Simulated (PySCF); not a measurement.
The metal is changed in MCl3. All species are isolated molecules in the gas phase. Multiplicities are imposed; where one is given, others were not computed.

The charge on the central atom (meta-Löwdin) from two functionals at the same geometries (BP86-D3(BJ)/def2-SVP), both in PySCF: PBE-D3(BJ)/def2-TZVP and BP86-D3(BJ)/def2-TZVP. 

| species | PBE-D3(BJ)/def2-TZVP (e) | BP86-D3(BJ)/def2-TZVP (e) |
|---|---|---|
| M = Ti, multiplicity 2 ([Ti(Cl)3]) | 0.99 | 0.99 |
| M = Fe, multiplicity 4 ([Fe(Cl)3] (excited quartet)) | 0.99 | 0.98 |
| M = Fe, multiplicity 6 ([Fe(Cl)3] (lower sextet)) | 1.24 | 1.22 |

Over these rows, drawn at random from the members with no instability flagged (it was tested for open shells, ions and some series alone), PBE minus BP86-D3(BJ): mean +0.01 e, from +0.01 e to +0.02 e.
